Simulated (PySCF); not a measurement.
Zn(Et)(NH2) (C2H7NZn), SMILES C[CH2][Zn][NH2]. The structure is a stationary point at PBE-D3(BJ)/def2-SVP. The structure was generated by enumeration; whether it is a known compound was not checked. One conformer was computed; it need not be the lowest.

Computed equilibrium geometry at PBE-D3(BJ)/def2-SVP (PySCF confirms it by a frequency run) as a Z-matrix, and its point group (one conformer of several):
point group Cs.
```
C
H 1 1.1127
H 1 1.1127 2 105.17
C 1 1.5355 2 110.33 3 118.97
H 4 1.1101 1 112.18 2 -177.88
H 4 1.1101 5 106.64 1 123.18
H 4 1.1127 5 106.68 6 113.72
Zn 1 1.9477 2 107.65 3 -114.57
N 8 1.8397 1 174.44 2 -123.54
H 9 1.0287 8 115.00 1 -118.46
H 9 1.0287 10 105.64 8 127.94
```
Charge 0, spin multiplicity 1.
